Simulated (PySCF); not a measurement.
Compound: C7H8NOP.
Numbering: `[CH3:1][C:2](=[O:3])[c:4]1[cH:5][p:6][cH:7][c:8]([CH3:9])[n:10]1`

Probes without a nucleus sit at each ring's centroid and 1 Å off its mean plane on both sides; NICS is minus the shielding there, NICSzz its component along the normal. Level: GIAO PBE0/pcSseg-1 (PySCF, non-relativistic, gas phase) on the GFN2-xTB geometry, one conformer.

Ring bond lengths (Å), with Mayer bond orders in brackets: C4–C5 1.385 (1.37), C5–P6 1.734 (1.31), P6–C7 1.731 (1.34), C7–C8 1.391 (1.33), C8–N10 1.321 (1.52), N10–C4 1.329 (1.43).

What do the NICS probes read (ppm)?

| ring | type | NICS(0) | NICS(1), two faces | NICS(1)zz, two faces | rms pucker (Å) | centre to ring atoms, mean (Å) |
| --- | --- | --- | --- | --- | --- | --- |
| C4–C5–P6–C7–C8–N10 | 6-membered ring with N and P; formal bonds all aromatic | -6.0 | -10.5 / -10.5 | -25.1 / -25.1 | 0.00 | 1.47 |

What can be read from them?

- C4–C5–P6–C7–C8–N10: mean NICS(1)zz -25.1 ppm, shielded.

And the bond-length index? HOMA takes Krygowski's 1993 parameters.

- C4–C5–P6–C7–C8–N10: HOMA 0.95; the largest term is that of C5–P6, α(R − Ropt)² = 0.16.

Give the inner angles of the rings and the Hirshfeld charges of the ring atoms.

- C4–C5–P6–C7–C8–N10: C4 126.3° (+0.046 e), C5 123.9° (-0.107 e), P6 98.4° (+0.141 e), C7 124.8° (-0.110 e), C8 125.2° (+0.079 e), N10 121.4° (-0.127 e); sum 720.0° against 720° for a flat convex ring.

How shielded are the nuclei of the rings and their hydrogens (means over atoms taken as equivalent)?

```json
{"atoms": "C4", "environment": "substituted aromatic carbon", "σ isotropic (ppm)": "31.7", "principal values of the symmetric part, first atom (ppm)": "-72.9, 28.6, 139.3"}
{"atoms": "C5", "environment": "aromatic CH carbon", "σ isotropic (ppm)": "35.7", "principal values of the symmetric part, first atom (ppm)": "-131.3, 34.4, 203.9"}
{"atoms": "P6", "environment": "phosphorus bonded to 2 C", "σ isotropic (ppm)": "42.4", "principal values of the symmetric part, first atom (ppm)": "-310.4, -95.1, 532.6"}
{"atoms": "C7", "environment": "aromatic CH carbon", "σ isotropic (ppm)": "25.7", "principal values of the symmetric part, first atom (ppm)": "-145.3, 42.1, 180.2"}
{"atoms": "C8", "environment": "substituted aromatic carbon", "σ isotropic (ppm)": "21.7", "principal values of the symmetric part, first atom (ppm)": "-79.7, -4.9, 149.7"}
{"atoms": "N10", "environment": "pyridine-type nitrogen", "σ isotropic (ppm)": "-80.1", "principal values of the symmetric part, first atom (ppm)": "-378.8, -134.8, 273.4"}
{"atoms": "H on C5", "environment": "aromatic hydrogen", "σ isotropic (ppm)": "21.87", "principal values of the symmetric part, first atom (ppm)": "18.9, 19.0, 27.8"}
{"atoms": "H on C7", "environment": "aromatic hydrogen", "σ isotropic (ppm)": "22.59", "principal values of the symmetric part, first atom (ppm)": "17.8, 20.7, 29.2"}
```

Conformer computed: `[CH3:1][C:2](=[O:3])[c:4]1[cH:5][p:6][cH:7][c:8]([CH3:9])[n:10]1`: C1–C2–C4–C5 180°.
